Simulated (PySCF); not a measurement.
F$_{3}$Ga, charge +1, doublet, geometry from GFN2-xTB (such geometries of metal compounds can be far from the true shape) (a state made from the parent by changing its charge; the spin is typed, not shown lowest); PBE/def2-SV(P) (PySCF).

The PySCF input:
```python
from pyscf import gto, scf, dft

mol = gto.M(
    atom='''
Ga   -0.000030   -0.011980    0.005142
F    -1.554950   -0.934156    0.039011
F     0.004128    1.653790   -0.709779
F     1.550925   -0.678370    0.653059
''',
    basis='def2-sv(p)',
    charge=1,
    spin=1,
    verbose=4,
)

mf = dft.UKS(mol)
mf.xc = 'pbe'
mf.kernel()
```

Output, abridged:

```
PySCF version 2.14.0

[INPUT] verbose = 4
[INPUT] num. atoms = 4
[INPUT] num. electrons = 57
[INPUT] charge = 1
[INPUT] spin (= nelec alpha-beta = 2S) = 1
[INPUT] symmetry False subgroup None
[INPUT] Mole.unit = angstrom
[INPUT] Symbol           X                Y                Z      unit          X                Y                Z       unit  Magmom
[INPUT]  1 Ga    -0.000030000000  -0.011980000000   0.005142000000 AA   -0.000056691784  -0.022638918972   0.009716971733 Bohr   0.0
[INPUT]  2 F     -1.554950000000  -0.934156000000   0.039011000000 AA   -2.938429637392  -1.765298997619   0.073720105845 Bohr   0.0
[INPUT]  3 F      0.004128000000   1.653790000000  -0.709779000000 AA    0.007800789442   3.125210167544  -1.341287918968 Bohr   0.0
[INPUT]  4 F      1.550925000000  -0.678370000000   0.653059000000 AA    2.930823489741  -1.281933511121   1.234102653182 Bohr   0.0

nuclear repulsion = 285.790392812715
number of shells = 30
number of NR pGTOs = 146
number of NR cGTOs = 74
basis = def2-sv(p)
ecp = {}

******** <class 'pyscf.dft.uks.UKS'> ********
method = UKS
initial guess = minao
damping factor = 0
level_shift factor = 0
DIIS = <class 'pyscf.scf.diis.CDIIS'>
diis_start_cycle = 1
diis_space = 8
diis_damp = 0
SCF conv_tol = 1e-09
SCF conv_tol_grad = None
SCF max_cycles = 50
direct_scf = True
direct_scf_tol = 1e-13
number electrons alpha = 29  beta = 28
XC library pyscf.dft.libxc version 7.1.2
    S. Lehtola, C. Steigemann, M. J. T. Oliveira, and M. A. L. Marques,  SoftwareX 7, 1–5 (2018)
XC functionals = pbe
    J. P. Perdew, K. Burke, and M. Ernzerhof,  Phys. Rev. Lett. 77, 3865 (1996)
    J. P. Perdew, K. Burke, and M. Ernzerhof,  Phys. Rev. Lett. 78, 1396 (1997)
    J. P. Perdew, K. Burke, and M. Ernzerhof,  Phys. Rev. Lett. 77, 3865 (1996)
    J. P. Perdew, K. Burke, and M. Ernzerhof,  Phys. Rev. Lett. 78, 1396 (1997)
radial grids:
    Treutler-Ahlrichs [JCP 102, 346 (1995); DOI:10.1063/1.469408] (M4) radial grids

becke partition: Becke, JCP 88, 2547 (1988); DOI:10.1063/1.454033
pruning grids: <function nwchem_prune>
grids dens level: 3
symmetrized grids: False
atomic radii adjust function: <function treutler_atomic_radii_adjust>
small_rho_cutoff = 0
Set gradient conv threshold to 3.16228e-05
tot grids = 63696
init E= -2222.90350379618

cycle= 1 E= -2222.72359699619  delta_E= 0.18  |g|= 0.813  |ddm|= 1.77
cycle= 2 E= -2220.64877576514  delta_E= 2.07  |g|= 2.43  |ddm|= 2.64
cycle= 3 E= -2222.54440593702  delta_E= -1.9  |g|= 1.02  |ddm|= 2.01
cycle= 4 E= -2222.67039780997  delta_E= -0.126  |g|= 0.733  |ddm|= 1.22
cycle= 5 E= -2222.87199164927  delta_E= -0.202  |g|= 0.387  |ddm|= 0.965
cycle= 6 E= -2222.82888420998  delta_E= 0.0431  |g|= 0.45  |ddm|= 0.868
cycle= 7 E= -2222.94583782  delta_E= -0.117  |g|= 0.14  |ddm|= 0.646
cycle= 8 E= -2222.83265202186  delta_E= 0.113  |g|= 0.461  |ddm|= 0.489
cycle= 9 E= -2222.94429094734  delta_E= -0.112  |g|= 0.142  |ddm|= 0.465
cycle= 10 E= -2222.93088806118  delta_E= 0.0134  |g|= 0.207  |ddm|= 0.0978
cycle= 11 E= -2222.91762775251  delta_E= 0.0133  |g|= 0.251  |ddm|= 0.108
cycle= 12 E= -2222.90364622126  delta_E= 0.014  |g|= 0.293  |ddm|= 0.0806
cycle= 13 E= -2222.90526445438  delta_E= -0.00162  |g|= 0.288  |ddm|= 0.0116
cycle= 14 E= -2222.93087510207  delta_E= -0.0256  |g|= 0.213  |ddm|= 0.215
cycle= 15 E= -2222.90066173066  delta_E= 0.0302  |g|=  0.3  |ddm|= 0.209
cycle= 16 E= -2222.92954279561  delta_E= -0.0289  |g|= 0.216  |ddm|= 0.209
cycle= 17 E= -2222.94116676804  delta_E= -0.0116  |g|= 0.164  |ddm|= 0.286
cycle= 18 E= -2222.88766076264  delta_E= 0.0535  |g|= 0.347  |ddm|= 0.449
cycle= 19 E= -2222.84305464262  delta_E= 0.0446  |g|= 0.438  |ddm|= 0.132
cycle= 20 E= -2222.901481314  delta_E= -0.0584  |g|= 0.309  |ddm|= 0.588
cycle= 21 E= -2222.95445352177  delta_E= -0.053  |g|= 0.0408  |ddm|= 0.393
cycle= 22 E= -2222.94958873  delta_E= 0.00486  |g|= 0.103  |ddm|= 0.138
cycle= 23 E= -2222.95174633869  delta_E= -0.00216  |g|= 0.0813  |ddm|= 0.0272
cycle= 24 E= -2222.95351560454  delta_E= -0.00177  |g|= 0.0581  |ddm|= 0.0272
cycle= 25 E= -2222.9541674517  delta_E= -0.000652  |g|= 0.0468  |ddm|= 0.0184
cycle= 26 E= -2222.9553407831  delta_E= -0.00117  |g|= 0.00458  |ddm|= 0.048
cycle= 27 E= -2222.95512292755  delta_E= 0.000218  |g|= 0.0205  |ddm|= 0.0188
cycle= 28 E= -2222.9553447217  delta_E= -0.000222  |g|= 0.00326  |ddm|= 0.0212
cycle= 29 E= -2222.95534981432  delta_E= -5.09e-06  |g|= 0.00112  |ddm|= 0.00488
cycle= 30 E= -2222.95535046269  delta_E= -6.48e-07  |g|= 0.000229  |ddm|= 0.00115
cycle= 31 E= -2222.95535048671  delta_E= -2.4e-08  |g|= 8.82e-05  |ddm|= 0.000157
cycle= 32 E= -2222.95535049044  delta_E= -3.73e-09  |g|= 2.9e-05  |ddm|= 0.000129
cycle= 33 E= -2222.95535049084  delta_E= -3.94e-10  |g|= 9.78e-06  |ddm|= 2.1e-05
Extra cycle  E= -2222.95535039618  delta_E= 9.47e-08  |g|= 0.000424  |ddm|= 0.000466
SCF not converged.
SCF energy = -2222.95535039618 after 50 cycles  <S^2> = 0.7524029  2S+1 = 2.0024015
```

The run did not converge; its last values are not results.
